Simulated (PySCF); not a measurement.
**How methods differ on the excitation energy of Tl⁺**

Tl⁺ [Xe] 4f14 5d10 6s2 (1S) → Tl⁺ [Xe] 4f14 5d10 6s1 7s1 (3S), as a difference of total energies. All numbers are calculated (PySCF 2.14, scalar relativity through the core potential, in aug-cc-pwCVDZ-PP with ECP60MDF (6s5p4d1f, 48 functions)). Correlated levels: valence and next inner shell: nothing frozen outside the core potential. The calculations carry no spin-orbit coupling.

| method | excitation energy (eV) |
| --- | --- |
| UHF | 11.358 |
| MP2 (valence and next inner shell) | 13.070 |
| SCS-MP2 (valence and next inner shell) | 13.032 |
| CCSD (valence and next inner shell) | 12.793 |
| CCSD(T) (valence and next inner shell) | 12.859 |

**Question.** How much does correlation contribute at CCSD(T) (valence and next inner shell)?

**Answer.** 12.859 − (11.358) = 1.501 eV, measured against UHF.

Errors of the correlated levels include the incompleteness of this basis.

For comparison: 13.047 eV (measured; NIST levels).
